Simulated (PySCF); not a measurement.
C7H7F2 (doublet state).
Atom-mapped SMILES: `[CH3:1][CH:2][C:3]1=[CH:4][CH:5]=[C:6]([F:7])[C@@H:8]1[F:9]` (hydrogens: H10, H11, H12 on C1; H13 on C2; H14 on C4; H15 on C5; H16 on C8)

Cartesian coordinates in Å at the GFN2-xTB level; atoms count from 1:
```
atom  x, y, z in Å
C1    -2.302   -0.387    0.694
C2    -1.422   -0.282   -0.497
C3    -0.097   -0.009   -0.443
C4     0.817    0.089   -1.518
C5     2.114    0.334   -1.036
C6     2.080    0.396    0.322
F7     3.109    0.646    1.139
C8     0.682    0.229    0.840
F9     0.557   -0.819    1.733
H10   -3.350   -0.329    0.413
H11   -2.135   -1.341    1.199
H12   -2.079    0.396    1.418
H13   -1.863   -0.471   -1.465
H14    0.551   -0.013   -2.552
H15    2.994    0.449   -1.641
H16    0.336    1.121    1.383
```

The hyperfine couplings belong to this conformer and change with its torsions.

Computed with UKS B3LYP, pcH-1 on C F H, non-relativistic, mean-field spin-orbit, GIAO in PySCF. The structure is a single GFN2-xTB conformer in the gas phase; no vibrational or solvent corrections. GFN2-xTB frequencies show an imaginary mode (53i cm⁻¹), so this geometry is no minimum at that level. Couplings are sensitive to structure, and on GFN2-xTB geometries they can be far from those on DFT ones. The SCF solution wasn't tested for stability. ⟨S²⟩ is 0.789 where a pure state has 0.75.

**Question.** Match the computed a_iso(19F) values +105.3, +81.9 MHz with the sites F7; F9.

**Answer.** 
```tsv
site	a_iso (MHz)	ρ(0) (bohr⁻³)	position	distance from C4 (Å)	bound to	spin population there	largest |T| (MHz)
F7	+81.9	+0.0195	1 bond from C6	3.55	C6	+0.45	261.7
F9	+105.3	+0.0250	2 bonds from C6	3.39	C8	-0.01	54.2
```

**Question.** Match the computed a_iso(1H) values -38.2, +28.9, -23.4, +21.4, +11.0 MHz (means over equivalent nuclei) with the sites H10/H11/H12; H13; H14; H15; H16.

**Answer.** 
```tsv
site	a_iso (MHz)	ρ(0) (bohr⁻³)	position	distance from C4 (Å)	bound to	spin population there	largest |T| (MHz)
H10/H11/H12	+28.9	+0.0065	2 bonds from C2	4.34	C1	-0.03	3.4
H13	-23.4	-0.0052	1 bond from C2	2.74	C2	+0.37	13.2
H14	-38.2	-0.0085	1 bond from C4	1.07	C4	+0.59	22.2
H15	+11.0	+0.0025	2 bonds from C6, on C5 of spin population -0.23	2.21	C5	-0.23	5.4
H16	+21.4	+0.0048	2 bonds from C6	3.12	C8	-0.01	4.1
```

ρ(0) is the spin density at the nucleus and T the dipolar tensor; entries for several nuclei are means. The largest Mulliken spin populations are on C4 (+0.59), C6 (+0.45), C2 (+0.37) and C5 (-0.23). Three atoms exceed +0.15. The angles at C4 add up to 360.0°, so it is planar. Main spin sites, with 60 % or more of the largest population: C2, C4, C6; positions count bonds from the nearest.

Means are taken over nuclei equivalent by connectivity, which assumes that they swap fast. The three 1H nuclei of mean +28.9 MHz run from 7.5 to 56.0 MHz in the frozen geometry.

C2, the radical centre as drawn in `C[CH]C1=CC=C(F)[C@@H]1F`, holds a spin population of +0.37 out of 1.
